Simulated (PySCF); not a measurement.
From one molecule to another.

First species: C4H7N.
SMILES: `C=NCC=C`

Second species: GeEtF3, C₂H₅F₃Ge.
SMILES: `C[CH2][Ge]([F])([F])[F]`

Levels: CAM-B3LYP/def2-SVPD for HOMO energy, LUMO energy, HOMO–LUMO gap and static isotropic polarisability; TDDFT CAM-B3LYP/def2-SVPD for lowest singlet excitation; TDA CAM-B3LYP/def2-SVPD for lowest triplet excitation (Tamm–Dancoff); ΔSCF CAM-B3LYP/def2-SVPD for vertical ionisation energy. Geometries: PBE0-D3(BJ)/def2-SVP. Each species is one conformer at its optimised geometry, gas phase, non-relativistic unless stated; the electronic structure was computed with PySCF and density fitting.

Dipoles, sizes and rotational constants follow the conformer. The torsions of the flexible species, by atom-mapped SMILES:
- `[CH2:1]=[CH:2][CH2:3][N:4]=[CH2:5]`: C1–C2–C3–N4 132°, C2–C3–N4–C5 -123°

Which of the two has the higher HOMO–LUMO gap, and by how much?

The second: 11.53 eV against 9.55 eV, a difference of 1.98 eV.

Which has the higher T1 energy?

The second: 7.53 eV against 4.15 eV, a difference of 3.38 eV.

Which of the two has the higher vertical ionisation energy, and by how much?

The second: 12.27 eV against 9.80 eV, a difference of 2.47 eV.

Which has the higher HOMO energy?

The first: -8.91 eV against -11.29 eV, a difference of 2.38 eV.

Which of the two has the higher static isotropic polarisability, and by how much?

The first: 58.8 au against 51.4 au, a difference of 7.4 au.

Which of the two has the higher S1 energy, and by how much?

The second: 8.39 eV against 4.98 eV, a difference of 3.41 eV.

Which has the higher LUMO energy?

The first: 0.64 eV against 0.24 eV, a difference of 0.40 eV.

On the first: S1 lies 4.57 eV below the HOMO–LUMO gap; its leading configuration is HOMO→LUMO, weight 0.90. The vertical singlet–triplet gap S1 − T1 is 0.83 eV (TDDFT singlet less Tamm–Dancoff triplet; S1: HOMO→LUMO, weight 0.90; T1: HOMO→LUMO, weight 0.86).

On the second: The vertical singlet–triplet gap S1 − T1 is 0.86 eV (TDDFT singlet less Tamm–Dancoff triplet; S1: HOMO→LUMO, weight 0.95; T1: HOMO→LUMO, weight 0.82). No computed singlet falls in the visible range (750 to 380 nm, 1.65 to 3.26 eV); S1 lies 5.13 eV above its blue end. The calculation is non-relativistic and has no spin–orbit coupling, an omission that weighs most on germanium.
